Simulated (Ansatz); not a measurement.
**A basis-limit estimate, worked out**

An elementary step of SiN2H8F2, closed shell (SiN₂H₆ ([NH2][SiH2][NH2]) + HF + HF → SiNH₄F ([NH2][SiH2][F]) + NH₃ + HF (still joined by a long Si–N bond); bonds formed: Si1–F7, N2–H8, H6–F9; bonds broken: H6–F7, H8–F9; bonds weakened to dative contacts: Si1–N2). “Start” is the structure reached by relaxing down from the saddle towards the reactants; PBE0-D4/def2-TZVP structures. The saddle:

| atom | x (Å) | y (Å) | z (Å) |
| --- | --- | --- | --- |
| Si1 | -0.7480 | 0.2402 | -0.6338 |
| N2 | -0.1785 | -1.2402 | 0.3155 |
| H3 | -1.4966 | -0.4597 | -1.7242 |
| H4 | -1.7489 | 0.9085 | 0.2137 |
| N5 | 0.5039 | 0.9973 | -1.4720 |
| H6 | 0.7572 | 0.6058 | 1.7877 |
| F7 | 0.4965 | 1.3589 | 1.0876 |
| H8 | 0.3361 | -0.9807 | 1.2964 |
| F9 | 0.9189 | -0.4703 | 2.3567 |
| H10 | -0.9634 | -1.8542 | 0.5177 |
| H11 | 0.4775 | -1.7697 | -0.2531 |
| H12 | 0.5263 | 1.0150 | -2.4755 |
| H13 | 1.1191 | 1.6491 | -1.0167 |

Program: Ansatz 0.2.0. Basis: def2-TZVPP and def2-QZVPP. Cores are frozen in the correlated methods.

Energies in eV:

| quantity | saddle | start |
| --- | --- | --- |
| Hartree–Fock, triple zeta (X = 3) | -16369.83371 | -16370.39980 |
| Hartree–Fock, quadruple zeta (X = 4) | -16370.48100 | -16371.05131 |
| MP2 correlation, X = 3 | -30.76766 | -30.48611 |
| MP2 correlation, X = 4 | -33.32404 | -33.03333 |
| CCSD(T) correlation, X = 3 | -32.63969 | -32.37468 |

(1) Work out the barrier at the basis limit: extrapolate Hartree–Fock as E(X) = E∞ + A exp(−7.88 √X) and the MP2 correlation as E(X) = E∞ + B X^−2.97 (the exponents that Neese and Valeev fitted for def2-TZVPP and QZVPP), then add CCSD(T) − MP2 in triple zeta.

No T1 diagnostic of these runs exceeds 0.011.

## Answers

(1) Each step is linear, so take the differences first (saddle − start): Hartree–Fock 0.56609 (X = 3) and 0.57031 (X = 4); MP2 correlation -0.28155 and -0.29071; CCSD(T) correlation -0.26501.
Two points give E∞ = E(4) + w [E(4) − E(3)], with w = 1/(exp(7.88 (2 − √3)) − 1) = 0.1377 for Hartree–Fock and w = 1/((4/3)^2.97 − 1) = 0.7407 for the correlation.
Hartree–Fock: 0.57031 + 0.1377 × 0.00422 = 0.5709 eV.
MP2 correlation: -0.29071 + 0.7407 × (-0.00916) = -0.2975 eV.
CCSD(T) − MP2: -0.26501 − (-0.28155) = 0.0165 eV.
Sum: 0.5709 + (-0.2975) + 0.0165 = 0.2899 eV, or 6.69 kcal/mol. Plain CCSD(T) in triple zeta gives 0.3011 eV, so the larger basis shifts the result by -0.0112 eV.

Steps of this kind, hydrogen fluoride cutting a network bond, underlie vapour etching and the fluorination step of atomic layer etching.

Labels in which every atom is bracketed show which atoms are joined, not bond orders.

For scale, one of the runs: CCSD(T)/def2-TZVPP, 278 basis functions, launched by `ansatz run in.yaml --threads 8 --pin off --events-out ev --progress --plain --max-ram 19148MiB`. The run took 4.1 min on 8 CPU threads of an Intel Xeon (shared host), with 8.3 GiB of host memory at its peak.
